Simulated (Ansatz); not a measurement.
`[SiH3][GeH]([Cl])[BH]Cl` + `OCC(F)(F)F` → `FC(F)(F)COBCl` + `[SiH3][GeH2][Cl]`  (cleavage of the B–Ge bond)

Calculated with Ansatz (gas phase, PBE0-D4/def2-TZVP geometries, no zero-point term in ΔE). CCSD(T)/CBS is the MP2 limit (def2-TZVPP, def2-QZVPP) plus CCSD(T) − MP2 in def2-TZVPP, frozen cores. Functionals use def2-TZVPP. B3LYP here is the variant with VWN-RPA as its local correlation; programs differ in this. For Ge outer-core shells are correlated without core-valence functions, which leaves a few kJ/mol of doubt a bond. Scalar relativity is left out up to krypton. One conformer a species, not always the lowest.

(1) Is it downhill or uphill in electronic energy at CCSD(T)/CBS, and by how much? (An estimate is asked.)

(2) What do these levels give: PBE-D4, B2PLYP, PBE, r2SCAN, B3LYP, HF/def2-TZVPP, MP2/def2-TZVPP, CCSD/def2-TZVPP, MP2/def2-QZVPP, SCS-MP2/def2-QZVPP, HF/CBS(def2), CCSD/CBS(def2)? (Best estimate.)

Largest T1 diagnostic among the species: 0.012.

## Answers

(1) The calculation gave: Downhill: ΔE = -134.5 kJ/mol.

(2) Ansatz gave: PBE-D4 -129.1, B2PLYP -144.2, PBE -131.5, r2SCAN -139.6, B3LYP -144.9, HF/def2-TZVPP -158.1, MP2/def2-TZVPP -139.5, CCSD/def2-TZVPP -140.8, MP2/def2-QZVPP -137.9, SCS-MP2/def2-QZVPP -141.5, HF/CBS(def2) -160.7, CCSD/CBS(def2) -136.6 kJ/mol.

In def2-TZVPP, CCSD(T) changes the Hartree–Fock value by +19.3 kJ/mol (the triples alone add +2.0 kJ/mol) and MP2 by +18.6 kJ/mol. From PBE to PBE0 (25 % exact exchange), in def2-TZVPP and without D4, ΔE moves by −3.5 kJ/mol. The D4 term adds +4.3 kJ/mol with B3LYP and +2.3 kJ/mol with PBE0; it sums over pairs of atoms, weighted by their polarisabilities, and B3LYP, whose exchange is more repulsive, gets the larger term.
